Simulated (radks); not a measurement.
The phosphorus ion P2+ inside a hard spherical wall (all orbitals vanish at R), configuration held at [Ne] 3s2 3p1 and not refilled when levels cross. Method: non-relativistic Kohn-Sham, LDA (Slater exchange, Perdew-Wang correlation), spin-polarised, spherical densities, point nucleus; open shells are filled with parallel spins first; computed with a radial shooting solver on a logarithmic mesh with Libxc functionals. Eigenvalues in eV for spin up, with the zero of energy where the potential of the charges vanishes at infinity; a dash marks a level that is unbound or too diffuse for the functional's potential to be trusted. A positive occupied level is held by the wall or, in an anion where self-interaction has pushed it up, behind a barrier. The pressure on the wall is -dE/dV.

| R (bohr) | E (hartree) | kinetic (hartree) | e(2s) | e(2p) | e(3s) | e(3p) | e(3d, empty) | e(4s, empty) | pressure (GPa) |
|---|---|---|---|---|---|---|---|---|---|
| free | -338.88283 | 338.165 | -195.79 | -148.19 | -34.442 | -24.898 | -12.505 | -10.828 | 0 |
| 15 | -338.88283 | 338.165 | -195.79 | -148.19 | -34.442 | -24.898 | -12.505 | -10.828 | < 0.0001 |
| 12 | -338.88283 | 338.165 | -195.79 | -148.19 | -34.442 | -24.898 | -12.505 | -10.827 | < 0.0001 |
| 10 | -338.88283 | 338.165 | -195.79 | -148.19 | -34.442 | -24.898 | -12.504 | -10.810 | < 0.0001 |
| 8 | -338.88282 | 338.165 | -195.79 | -148.19 | -34.442 | -24.897 | -12.491 | -10.624 | 0.000514 |
| 6 | -338.88220 | 338.173 | -195.75 | -148.15 | -34.418 | -24.864 | -12.277 | -9.024 | 0.0943 |
| 3 | -338.46321 | 340.319 | -189.68 | -142.00 | -28.360 | -17.077 | -1.110 | 37.983 | 224 |
| 2 | -335.45706 | 349.909 | -173.82 | -125.74 | 4.904 | 19.134 | 32.619 | 174.86 | 4450 |
| 1.5 | -327.64531 | 370.467 | -152.20 | -102.80 | 83.773 | 95.291 | 88.870 | 414.53 | 30200 |
